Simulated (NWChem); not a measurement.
System: ZnH2; SMILES [ZnH2]

```xyz
3

Zn     0.0000     0.0000     0.0000
H      0.0000     0.0000    -1.5501
H      0.0000     0.0000     1.5501
```
Atoms are numbered in this order, from 1.

All runs: NWChem. The geometry was optimised at PBE0/def2-SVP.

**Question.** What does the run give for LDA (Slater exchange, VWN5)/def2-SVP? Quantities: highest occupied level (eV); orbital gap (eV).

**Answer.** The highest occupied level (eV) is -6.61 and the orbital gap (eV) is 6.54.
